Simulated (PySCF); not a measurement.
# Correlation energy of Ge (germanium, neutral)

[Ar] 3d10 4s2 4p2, high-spin 3P determinant. All numbers are calculated (PySCF 2.14, scalar relativity by spin-free X2C-1e, in x2c-TZVPall). Frozen: [Ar] 3d10; 4 electrons correlated.

MP2 pair energies summed by pair of shells (mhartree):

| pair | energy | share (%) |
| --- | --- | --- |
| 4s-4p | -29.48 | 59.8 |
| 4s-4s | -15.04 | 30.5 |
| 4p-4p | -4.75 | 9.6 |

Total MP2 correlation energy: -49.27 mhartree.

Same-spin part -8.58 and opposite-spin part -40.69 mhartree; SCS-MP2 scales them by 1/3 and 6/5 to -51.69 mhartree.

| level | correlation energy (mhartree) |
| --- | --- |
| CCSD | -63.74 |
| (T) | -1.73 |
| CCSD(T) | -65.47 |

Diagnostics: T1 = 0.0087, D1 = 0.0233, largest double amplitude 0.088.

Cost of the coupled-cluster step: 0.77 s of wall time on 1 thread of Neoverse-N1 (shared host), for 4 correlated electrons.
